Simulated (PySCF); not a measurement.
Species: WO2(OH)2 (singlet state).
Cartesian coordinates in Å at the PBE0-D3(BJ)/def2-SVP level; atoms count from 1:
```
atom  x, y, z in Å
W1     0.2030    0.0550    0.1616
O2     0.1647    0.3740    1.8353
O3     1.8439    0.1668   -0.2842
O4    -0.8083    1.3371   -0.7657
H5    -0.7737    2.2963   -0.8300
O6    -0.4491   -1.6706   -0.1856
H7    -0.1806   -2.5586    0.0686
```

Computed with PBE0-D3(BJ)/def2-SVP geometry optimisation, gas phase, def2 core potentials past Kr (PySCF).

Take the most abundant isotopes and a rigid rotor. The values belong to one conformer.

(1) Give the principal moments of inertia and the rotational constants in GHz.

(2) Classify the top.

(3) Is it planar, by Δ = Ic − Ia − Ib?

(4) Give the other two planar moments, Paa and Pbb, and the rms extents of the mass along the axes.

(5) Which lines would a microwave search look for?

Results:

(1) Ia = 131.15, Ib = 147.35, Ic = 160.86 u·Å²; 505379 MHz·u·Å²/I gives 3853, 3430 and 3142 MHz, that is A = 3.8534, B = 3.4297, C = 3.1417 GHz.

(2) An asymmetric top; Ray's κ = -0.191.

(3) Not planar: Δ = Ic − Ia − Ib = -117.64 u·Å². For a rigid frame Δ = −2 Σ m c², so Σ m c² = 58.82 u·Å² lies off the ab plane: 0.00 from hydrogen and 58.82 from heavier atoms. The atom farthest from that plane is 1.36 Å away.

(4) Paa = Σ m a² = (Ib + Ic − Ia)/2 = 88.53 and Pbb = Σ m b² = (Ia + Ic − Ib)/2 = 72.33 u·Å². With the mass M = 249.95 u, the rms extents √(P/M) along a, b and c are 0.60, 0.54, 0.49 Å.

(5) The dipole components are |μa| = 0.02 D, |μb| = 2.22 D, |μc| = 0.06 D. The squared components, which scale the intensities, stand as 0.00 : 1.00 : 0.00 (a : b : c). Some lines, for components of 0.1 D or more:

| type | branch | J(Ka,Kc) | MHz | lower level (cm⁻¹) |
| --- | --- | --- | --- | --- |
| b | Q | 1(1,0) ← 1(0,1) | 712 | 0.219 |
| b | Q | 4(2,2) ← 4(1,3) | 1669 | 2.246 |
| b | Q | 3(1,2) ← 3(0,3) | 1806 | 1.300 |
| b | Q | 2(2,1) ← 2(1,2) | 2135 | 0.662 |
| b | Q | 3(3,0) ← 3(2,1) | 2465 | 1.406 |
| b | Q | 4(1,3) ← 4(0,4) | 2752 | 2.155 |
| b | Q | 4(3,2) ← 4(2,3) | 3134 | 2.265 |
| b | Q | 5(4,1) ← 5(3,2) | 3397 | 3.490 |
| b | Q | 4(4,0) ← 4(3,1) | 3688 | 2.375 |
| b | R | 2(0,2) ← 1(1,1) | 12614 | 0.233 |
| b | R | 3(1,3) ← 2(0,2) | 19466 | 0.654 |
| b | R | 3(3,0) ← 2(2,1) | 22636 | 0.733 |
| b | R | 4(1,4) ← 3(0,3) | 25658 | 1.300 |
| b | R | 4(2,3) ← 3(1,2) | 27123 | 1.360 |
| b | R | 4(2,2) ← 3(1,3) | 29941 | 1.303 |

Whether it is a minimum is left open (no frequencies). These are rigid-rotor constants of the computed structure; measured ground-state constants (B0) also hold zero-point vibration.
